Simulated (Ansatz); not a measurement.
Consider the redistribution: `O=C[SiH](O)Cl` + `N[Si](N)(O)O` → `N[SiH](O)Cl` + `N[Si](O)(O)C=O`.

Isolated molecules relaxed with PBE0-D4/def2-TZVP in Ansatz; ΔE leaves out vibrations. CBS: MP2 limit from def2 TZ/QZ plus the TZ coupled-cluster correction, frozen cores. One conformer a species, not always the lowest.

`O=C[SiH](O)Cl`:

Cartesian coordinates in Å:
```
O 0.449 1.849 -0.393
C 0.953 0.814 -0.024
Si -0.176 -0.739 0.043
O -1.586 -0.264 -0.608
Cl -0.320 -1.227 2.029
H 2.019 0.801 0.294
H 0.340 -1.926 -0.666
H -1.679 0.693 -0.674
```

`N[Si](N)(O)O`:

```xyz
11

N    -1.072    1.205   -0.074
Si    0.164    0.042    0.014
N    -0.444   -1.542    0.016
O     1.086    0.052    1.380
O     1.086    0.437   -1.294
H    -1.707    1.377    0.685
H    -0.993    1.985   -0.702
H    -0.104   -2.241    0.651
H    -1.308   -1.790   -0.431
H     1.723    0.764    1.443
H     1.570   -0.289   -1.687
```

`N[SiH](O)Cl`:

Z-matrix (Å, degrees):
```
Si
O 1 1.631
Cl 1 2.058 2 112.6
N 1 1.700 2 111.2 3 116.8
H 1 1.474 2 103.8 3 -116.0
H 2 0.960 1 116.7 3 -67.6
H 4 1.006 1 120.7 2 -147.4
H 4 1.007 1 121.4 2 60.6
```

`N[Si](O)(O)C=O`:

Z-matrix (Å, degrees):
```
Si
O 1 1.636
O 1 1.645 2 103.9
N 1 1.687 2 114.8 3 126.4
C 1 1.916 2 110.0 3 -118.2
H 2 0.959 1 116.4 3 9.2
H 3 0.958 1 116.5 2 161.4
H 4 1.005 1 125.1 2 -43.9
H 4 1.008 1 117.7 2 112.7
O 5 1.210 1 121.5 2 -122.8
H 5 1.117 1 119.8 2 57.3
```

```
         species  SCS-MP2/def2-TZVPP energy (Eh)
 `O=C[SiH](O)Cl`                      -938.88090
  `N[Si](N)(O)O`                      -552.39128
   `N[SiH](O)Cl`                      -881.06465
`N[Si](O)(O)C=O`                      -610.20893
```

**Question.** Work out ΔE.

**Answer.** ΔE = (-881.06465) + (-610.20893) − (-938.88090) − (-552.39128) = -0.00140 Eh = -0.04 eV. CCSD(T)/CBS gives -0.03 eV.

Largest T1 diagnostic among the species: 0.014.

Leaving LDA and LC-ωPBE aside and taking each functional with its dispersion term where it has one, the values, not all of them listed here, spread over 0.02 eV, from CAM-B3LYP-D4 to revPBE-D4.
